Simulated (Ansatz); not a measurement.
`C=CCCCCCCCCC[S][Ag]` with charge -1. Charge -1, multiplicity 2. Geometry PBE-D4/def2-SVP, that of the neutral singlet; atoms count from 1.

Cartesian coordinates in Å:
```
C 0.641 1.878 -5.473
C 0.628 0.726 -4.779
C -0.573 0.153 -4.076
C -0.467 0.145 -2.537
C 0.659 -0.733 -1.976
C 0.777 -0.711 -0.446
C -0.416 -1.321 0.302
C -0.247 -1.380 1.826
C -0.205 -0.013 2.519
C -0.069 -0.107 4.043
C -0.061 1.254 4.735
S 0.240 1.224 6.548
Ag -1.468 -0.169 7.326
H 1.557 2.253 -5.957
H -0.270 2.492 -5.586
H 1.568 0.148 -4.699
H -1.477 0.724 -4.375
H -0.733 -0.894 -4.422
H -0.330 1.190 -2.179
H -1.442 -0.196 -2.127
H 0.512 -1.782 -2.322
H 1.629 -0.406 -2.408
H 0.934 0.340 -0.116
H 1.698 -1.260 -0.147
H -1.344 -0.753 0.065
H -0.587 -2.351 -0.084
H 0.681 -1.943 2.073
H -1.082 -1.973 2.261
H -1.129 0.556 2.263
H 0.639 0.590 2.118
H 0.859 -0.656 4.312
H -0.908 -0.713 4.460
H 0.780 1.871 4.345
H -0.992 1.817 4.512
```

In the def2 sets Ag takes a core potential; there is no spin–orbit coupling. The highest occupied level of the charge -1 doublet lies above zero (up to 0.75 eV). By energy differences its removal costs 0.95 eV (vertical, to the charge 0 singlet, at PBE0-D4/def2-SVP); self-interaction error and the lack of diffuse functions both raise the level.

Question: Estimate the Mulliken populations of the heavy atoms from the PBE0/def2-SVP orbitals of Ansatz.

Answer: 
| atom | charge (e) | spin (α − β) | d electrons |
| --- | --- | --- | --- |
| C1 | -0.10 | 0.00 | – |
| C2 | -0.12 | 0.00 | – |
| C3 | 0.00 | 0.00 | – |
| C4 | -0.09 | 0.00 | – |
| C5 | -0.06 | 0.00 | – |
| C6 | -0.07 | 0.00 | – |
| C7 | -0.06 | 0.00 | – |
| C8 | -0.04 | 0.00 | – |
| C9 | -0.10 | 0.00 | – |
| C10 | -0.02 | 0.00 | – |
| C11 | -0.12 | -0.01 | – |
| S12 | -0.41 | 0.14 | – |
| Ag13 | -0.51 | 0.86 | 9.91 |
Mulliken values and Mayer orders depend strongly on the basis.

Question: Where does the spin sit?

Answer: Summed by element: C 0.00, S 0.14, Ag 0.86, H 0.00, of 1 unpaired in all. Largest on single atoms: Ag13 0.86, S12 0.14, C11 -0.01.

Question: And the Mayer bond orders between bonded heavy atoms (over 0.3)?

Answer: S12–Ag13 0.87 (2.34 Å); C1–C2 2.01 (1.35 Å); C2–C3 1.04 (1.50 Å); C3–C4 1.06 (1.54 Å); C4–C5 1.06 (1.53 Å); C5–C6 1.09 (1.54 Å); C6–C7 1.06 (1.53 Å); C7–C8 1.08 (1.53 Å); C8–C9 1.06 (1.53 Å); C9–C10 1.05 (1.53 Å); C10–C11 1.02 (1.53 Å); C11–S12 1.06 (1.84 Å).
